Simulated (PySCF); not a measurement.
Vertical excitations of a molecule C9H8OS from TDDFT-PBE/def2-SVP run with PySCF 2.14.0, as energy in eV (oscillator strength): 3.99 (0.495), 4.53 (0.012), 4.92 (0.029), 5.10 (0.000), 5.37 (0.039), 5.67 (0.015), 5.81 (0.089), 6.02 (0.000), 6.15 (0.019), 6.17 (0.000). Lowest triplet (TDA): 2.60 eV. Coordinates come from a PBE-D3(BJ)/def2-SVP optimisation. One conformer was computed; it need not be the lowest.

Task: Which structure fits?
(A) CSc1ccc2ccoc2c1
(B) Cc1csc(-c2ccco2)c1
(C) C#Cc1c(C=O)csc1CC
(D) Cc1cc2sccc2cc1O

Result: B, Cc1csc(-c2ccco2)c1
